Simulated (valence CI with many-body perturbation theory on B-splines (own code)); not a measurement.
**Os63+: electric-dipole lines**

Level of theory: valence CI with perturbative core correlation (CI+MBPT): three valence electrons over a frozen Dirac-Fock core [Ne], a basis of 11 s, 11 p, 9 d, 7 f, 5 g, 2 h, 1 i functions for each j, with the one-electron correlation potential Σ1 (screened to all orders), the two-electron term Σ2, the three-electron term Σ3, Breit, model QED; selected single and double excitations, second order for the rest (own B-spline code, finite nucleus).

No measured spectrum was set against this ion. As an estimate, large intervals hold to a few tenths of a per cent, small ones and those within an open d or f shell to about a per cent.

Lines 51 to 100 of 282 in falling wavelength, among levels below 1596.6 eV, chosen from the strongest by gf and those to the six lowest levels. Wavelengths and rates use the calculated energies. Electric multipoles are in the length gauge, E1 and E2 with the static RPA response of the core. Weak lines are less certain than strong ones. Lines between different terms over intervals too small for the method are left out, as are lines whose strength nearly cancels. The highest levels of a list are the least certain.

Levels are named by their leading jj configuration (3d3/2^4 stands for four electrons in 3d with j = 3/2), which in mixed levels can hold well under half, so a name can repeat and another be missing. Letters in brackets count levels of one name in rising energy.

| λ vac (Å) | Upper | Lower | A (s⁻¹) | log gf | Branch % |
| --- | --- | --- | --- | --- | --- |
| 58.73 | (3p1/2^2 3p3/2) J=3/2 | (3s 3p1/2 3p3/2) J=3/2 [a] | 2.17e+10 | -1.35 | 5.7 |
| 56.91 | (3s 3p1/2 3d3/2) J=5/2 | (3s 3p1/2 3p3/2) J=5/2 | 1.16e+10 | -1.47 | 39.4 |
| 56.84 | (3p1/2 3d3/2^2) J=5/2 | (3p1/2 3p3/2 3d3/2) J=5/2 [a] | 2.03e+10 | -1.23 | 3.1 |
| 55.36 | (3s 3p1/2 3d3/2) J=1/2 | (3s 3p1/2 3p3/2) J=3/2 [b] | 5.79e+08 | -3.27 | 0.0 |
| 55.20 | (3s 3p1/2 3d3/2) J=3/2 [a] | (3s 3p1/2 3p3/2) J=3/2 [a] | 1.18e+09 | -2.67 | 0.2 |
| 53.58 | (3s 3p1/2 3d3/2) J=3/2 [b] | (3s 3p1/2 3p3/2) J=3/2 [b] | 4.38e+09 | -2.12 | 0.1 |
| 52.36 | (3s 3p1/2 3d3/2) J=5/2 | (3s 3p1/2 3p3/2) J=3/2 [a] | 9.48e+07 | -3.63 | 0.3 |
| 52.09 | (3s^2 3p3/2) J=3/2 | (3s 3p1/2^2) J=1/2 | 4.22e+08 | -3.16 | 56.0 |
| 51.18 | (3s^2 3d3/2) J=3/2 | (3s^2 3p3/2) J=3/2 | 2.49e+08 | -3.41 | 0.0 |
| 49.04 | (3s 3p1/2 3d3/2) J=3/2 [b] | (3s 3p1/2 3p3/2) J=5/2 | 3.07e+09 | -2.35 | 0.1 |
| 46.91 | (3s 3p1/2 3d3/2) J=1/2 | (3s 3p1/2 3p3/2) J=3/2 [a] | 6.07e+09 | -2.40 | 0.2 |
| 45.62 | (3s 3p1/2 3d3/2) J=3/2 [b] | (3s 3p1/2 3p3/2) J=3/2 [a] | 3.26e+09 | -2.39 | 0.1 |
| 43.28 | (3s 3p3/2 3d5/2) J=3/2 [a] | (3s 3p3/2^2) J=3/2 | 8.21e+10 | -1.04 | 8.8 |
| 42.84 | (3s 3p1/2 3d5/2) J=5/2 [a] | (3s 3p1/2 3p3/2) J=3/2 [b] | 2.24e+09 | -2.43 | 0.7 |
| 41.08 | (3s 3d3/2 3d5/2) J=3/2 [b] | (3s 3p3/2 3d3/2) J=1/2 [b] | 8.60e+10 | -1.06 | 2.3 |
| 41.02 | (3s 3d3/2 3d5/2) J=5/2 [b] | (3s 3p3/2 3d3/2) J=5/2 [b] | 7.03e+10 | -0.97 | 1.8 |
| 40.98 | (3s 3d3/2 3d5/2) J=7/2 [b] | (3s 3p3/2 3d3/2) J=5/2 [b] | 2.32e+11 | -0.33 | 9.0 |
| 40.30 | (3p1/2 3p3/2 3d5/2) J=3/2 [a] | (3p1/2 3p3/2^2) J=3/2 | 1.29e+11 | -0.90 | 6.5 |
| 40.11 | (3s 3p1/2 3d5/2) J=3/2 | (3s 3p1/2 3p3/2) J=1/2 | 2.22e+11 | -0.67 | 30.4 |
| 39.89 | (3s 3p1/2 3d5/2) J=5/2 [a] | (3s 3p1/2 3p3/2) J=5/2 | 9.84e+09 | -1.85 | 3.1 |
| 39.75 | (3s 3d3/2 3d5/2) J=1/2 | (3s 3p3/2 3d3/2) J=1/2 [b] | 2.54e+11 | -0.92 | 5.7 |
| 39.38 | (3s 3p1/2 3d5/2) J=5/2 [b] | (3s 3p1/2 3p3/2) J=3/2 [b] | 1.77e+11 | -0.61 | 61.6 |
| 39.34 | (3s 3d3/2 3d5/2) J=5/2 [b] | (3s 3p3/2 3d3/2) J=3/2 [b] | 1.65e+11 | -0.64 | 4.2 |
| 39.23 | (3p1/2^2 3d5/2) J=5/2 | (3s 3p1/2 3d3/2) J=3/2 [a] | 6.16e+10 | -1.07 | 17.2 |
| 39.07 | (3p1/2 3p3/2 3d5/2) J=5/2 [a] | (3p1/2 3p3/2^2) J=5/2 | 1.39e+11 | -0.72 | 7.5 |
| 38.80 | (3s 3p3/2 3d5/2) J=1/2 | (3s 3p3/2^2) J=1/2 | 4.01e+11 | -0.74 | 48.9 |
| 38.78 | (3s 3p1/2 3d5/2) J=3/2 | (3s 3p1/2 3p3/2) J=3/2 [b] | 7.08e+10 | -1.20 | 9.7 |
| 38.75 | (3s 3p3/2 3d5/2) J=5/2 [a] | (3s 3p3/2^2) J=5/2 | 2.41e+11 | -0.49 | 26.6 |
| 38.75 | (3p1/2 3p3/2 3d5/2) J=1/2 | (3p1/2 3p3/2^2) J=1/2 | 3.33e+11 | -0.82 | 24.0 |
| 38.66 | (3s 3d3/2 3d5/2) J=3/2 [b] | (3s 3p3/2 3d3/2) J=3/2 [b] | 1.68e+11 | -0.82 | 4.4 |
| 38.48 | (3s 3d3/2 3d5/2) J=7/2 [a] | (3s 3p3/2 3d3/2) J=5/2 [a] | 2.74e+11 | -0.31 | 8.4 |
| 38.31 | (3s 3p3/2 3d5/2) J=3/2 [b] | (3s 3p3/2^2) J=3/2 | 5.04e+10 | -1.35 | 1.4 |
| 38.30 | (3p1/2 3p3/2 3d5/2) J=3/2 [b] | (3p1/2 3p3/2^2) J=1/2 | 2.10e+11 | -0.73 | 8.9 |
| 38.06 | (3s^2 3d5/2) J=5/2 | (3s^2 3p3/2) J=3/2 | 3.24e+11 | -0.37 | 100.0 |
| 38.06 | (3s 3p1/2 3d5/2) J=7/2 | (3s 3p1/2 3p3/2) J=5/2 | 2.17e+11 | -0.42 | 89.7 |
| 38.04 | (3s 3p3/2 3d5/2) J=5/2 [b] | (3s 3p3/2^2) J=3/2 | 5.72e+11 | -0.13 | 16.1 |
| 37.95 | (3p1/2 3p3/2 3d5/2) J=5/2 [b] | (3p1/2 3p3/2^2) J=3/2 | 5.12e+11 | -0.18 | 21.6 |
| 37.72 | (3s 3d3/2 3d5/2) J=5/2 [a] | (3s 3p3/2 3d3/2) J=3/2 [a] | 2.72e+11 | -0.46 | 10.0 |
| 37.71 | (3s 3p3/2 3d5/2) J=7/2 [a] | (3s 3p3/2^2) J=5/2 | 3.41e+11 | -0.23 | 57.0 |
| 37.62 | (3p1/2^2 3d5/2) J=5/2 | (3p1/2^2 3p3/2) J=3/2 | 1.32e+11 | -0.77 | 36.8 |
| 37.60 | (3p1/2 3p3/2 3d5/2) J=7/2 [b] | (3p1/2 3p3/2^2) J=5/2 | 3.90e+11 | -0.18 | 29.5 |
| 37.60 | (3s 3p1/2 3d5/2) J=5/2 [a] | (3s 3p1/2 3p3/2) J=3/2 [a] | 3.00e+11 | -0.42 | 95.4 |
| 37.47 | (3s 3p3/2 3d5/2) J=3/2 [b] | (3s 3p3/2^2) J=1/2 | 2.77e+11 | -0.63 | 7.7 |
| 37.35 | (3p1/2 3p3/2 3d5/2) J=5/2 [b] | (3p1/2 3p3/2^2) J=5/2 | 5.13e+10 | -1.19 | 2.2 |
| 37.29 | (3s 3p3/2 3d5/2) J=3/2 [a] | (3s 3p3/2^2) J=5/2 | 7.83e+10 | -1.19 | 8.4 |
| 37.22 | (3s 3d3/2 3d5/2) J=3/2 [a] | (3s 3p3/2 3d3/2) J=1/2 [a] | 2.56e+11 | -0.67 | 9.8 |
| 37.01 | (3s 3d3/2 3d5/2) J=3/2 [a] | (3s 3p3/2 3d3/2) J=3/2 [a] | 8.16e+10 | -1.17 | 3.1 |
| 36.87 | (3s 3p1/2 3d5/2) J=5/2 [b] | (3s 3p1/2 3p3/2) J=5/2 | 7.73e+10 | -1.02 | 26.9 |
| 36.83 | (3s 3d3/2 3d5/2) J=9/2 | (3s 3p3/2 3d3/2) J=7/2 | 3.69e+11 | -0.12 | 11.8 |
| 36.34 | (3s 3p1/2 3d5/2) J=3/2 | (3s 3p1/2 3p3/2) J=5/2 | 2.01e+10 | -1.80 | 2.8 |

Question: How does gf follow from A for the line at 40.98 Å?

Answer: gf = 1.4992 × (2J+1)_upper × A / σ², with σ = 2439950 cm⁻¹ and 2J+1 = 8: gf = 0.468.
